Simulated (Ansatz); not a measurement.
Compare A (`C[SiH2]OCO`) with its isomer B (`OCCO[SiH3]`).

Computed with Ansatz on PBE0-D4/def2-TZVP structures; ΔE is electronic, products minus reactants. CCSD(T)/CBS is the MP2 limit (def2-TZVPP, def2-QZVPP) plus CCSD(T) − MP2 in def2-TZVPP, frozen cores. DFT in def2-TZVPP. B3LYP here is the variant with VWN-RPA as its local correlation; programs differ in this. One conformer a species, not always the lowest.

A:

Z-matrix (Å, degrees):
```
C
Si 1 1.857
H 1 1.092 2 111.0
H 1 1.093 2 110.4 3 -120.2
H 1 1.092 2 110.7 3 120.3
O 2 1.659 1 106.8 3 -61.4
H 2 1.488 1 110.1 3 177.9
H 2 1.491 1 111.7 3 57.4
C 6 1.396 2 122.7 1 160.5
O 9 1.394 6 112.8 2 58.7
H 9 1.095 6 110.8 2 -59.2
H 9 1.096 6 106.5 2 -178.4
H 10 0.962 9 108.3 6 64.7
```

B:

Z-matrix (Å, degrees):
```
C
C 1 1.508
O 1 1.405 2 111.7
H 1 1.093 2 109.5 3 -118.7
H 1 1.099 2 109.0 3 123.3
O 2 1.417 1 107.8 3 -60.1
H 2 1.098 1 110.0 3 179.2
H 2 1.098 1 109.7 3 59.7
H 3 0.963 1 106.6 2 52.8
Si 6 1.646 2 122.4 1 178.4
H 10 1.489 6 110.7 2 -59.2
H 10 1.480 6 106.3 2 -179.2
H 10 1.489 6 110.6 2 60.9
```

Q: Which isomer does CCSD(T)/CBS put lower? Give the gap. (Estimate.)

A: Ansatz gave: A, by 68.5 kJ/mol.

Q: Give E(B) − E(A) in kJ/mol with ωB97M-V, PBE0-D4, B3LYP-D4, HF/def2-TZVPP, r2SCAN-D4, PBE-D4, CCSD/def2-TZVPP. (Best estimate.)

A: Ansatz gave: ωB97M-V 71.4, PBE0-D4 71.3, B3LYP-D4 68.8, HF/def2-TZVPP 63.7, r2SCAN-D4 74.4, PBE-D4 71.7, CCSD/def2-TZVPP 67.2. None reverses the order clearly.

Largest T1 diagnostic: 0.011.

In def2-TZVPP, CCSD(T) changes the Hartree–Fock value by +4.2 kJ/mol (the triples alone add +0.7 kJ/mol) and MP2 by +7.0 kJ/mol.
